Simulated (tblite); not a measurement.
Compound: C7H10FP.
Geometry (GFN2-xTB, Å), atoms numbered from 1 in this order:
```xyz
19
C7H10FP angstrom
C     -2.5568    1.2542   -0.0377
C     -2.2732   -0.0120   -0.2883
C     -1.0328   -0.4690   -0.9705
P      0.0705   -1.4042    0.2283
C      1.6230   -1.3408   -0.8263
C      2.2144    0.0174   -0.6284
C      1.7120    0.6984    0.3861
F      2.1287    1.9328    0.7359
C      0.6351    0.0804    1.2140
H     -3.4595    1.5474    0.4704
H     -1.9025    2.0540   -0.3468
H     -2.9477   -0.7969    0.0288
H     -1.2791   -1.1745   -1.7697
H     -0.4778    0.3746   -1.3890
H      2.3199   -2.1164   -0.4931
H      1.3811   -1.5460   -1.8720
H      3.0048    0.3774   -1.2651
H      1.0275   -0.2327    2.1862
H     -0.1974    0.7653    1.3952
```

Computed with GFN2-xTB (tblite): harmonic, unscaled wavenumbers at the GFN2-xTB geometry, gas phase. This tight-binding method is rough: wavenumbers can miss measured ones by several per cent, in bad cases by 10 to 20. One conformer, not necessarily the lowest.

Harmonic wavenumbers (cm⁻¹): 47.2, 80.8, 106.3, 155.7, 240.1, 258.3, 288.6, 356.1, 414.1, 427.4, 454.5, 574.4, 586.7, 701.2, 728.9, 744.4, 769.3, 798.6, 831.3, 870.0, 894.4, 895.6, 954.4, 1017.8, 1021.9, 1056.3, 1064.3, 1090.6, 1135.2, 1168.1, 1186.1, 1197.2, 1209.6, 1261.2, 1287.2, 1405.9, 1422.5, 1430.3, 1439.5, 1706.0, 1733.9, 2925.2, 2934.8, 2937.7, 2946.8, 2957.1, 2960.9, 3056.2, 3093.5, 3115.1, 3126.1.

A = 1904, B = 1088, C = 822.7 MHz; mass 144.050 u (most abundant isotopes); point group C1, symmetry number 1.

Q: What is the zero-point energy?

A: ½Σν̃ = 32533 cm⁻¹ = 389.18 kJ/mol.

Q: Entropy at 500 K, 1 bar (ideal gas, RRHO, classical rotation)?

A: Translation 181.59, rotation 130.39, vibration 200.56: S = 512.5 J/(mol K).

Q: And Cp and H(500 K) − H(0)?

A: Cp = 243.58 J/(mol K), of which vibrations give 210.32 (their classical limit is 51 R = 424.0); H(500 K) − H(0) = 69.65 kJ/mol without the zero-point energy, 53.02 from vibrations.

Q: Blend soft modes into free rotors: weight 1/[1 + (100 cm⁻¹/ν̃)⁴] for the oscillator and the rest for a rotor with moment μB/(μ + B), μ = h/(8π²ν), B = 10⁻⁴⁴ kg m². What vibrational entropy results?

A: 187.02 J/(mol K) in place of 200.56, which changes −T·S at 500 K by +6.77 kJ/mol.

Q: Which modes carry the vibrational entropy at 500 K?

A: 47.2 cm⁻¹: 24.92; 80.8 cm⁻¹: 20.46; 106.3 cm⁻¹: 18.20; 155.7 cm⁻¹: 15.06; 240.1 cm⁻¹: 11.55; 258.3 cm⁻¹: 10.97 J/(mol K); the other 45 give 99.40 together.

Hindered rotation and anharmonicity are outside this model. Other conformers, if any are populated, would add a mixing term that is left out. The structure is chiral; the term R ln 2 for an equal mix with its mirror image is left out.
